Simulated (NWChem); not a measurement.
## Total energies of As (-1)

SMILES: [As-]
```xyz
1

As     0.0000     0.0000     0.0000
```
Charge -1, spin multiplicity 3.

Program: NWChem.

Basis set: def2-SVPD (38 functions).

| method | total energy (Ha) |
|---|---|
| UHF | -2233.88042 |
| UMP2 | -2234.07869 |
| UB2PLYP | -2235.15349 |
| UPBE | -2235.19427 |
| UB3LYP | -2235.57634 |
| Ur2SCAN | -2235.53277 |

Total energies of different functionals aren't comparable as a measure of quality: only differences taken within one method are. 

The Hamiltonian is non-relativistic. The correlated methods keep 9 core orbitals frozen. B3LYP has NWChem's definition, with VWN1-RPA local correlation. The stability of the SCF solutions was not checked. Open-shell Hartree-Fock references start from PBE0 orbitals.
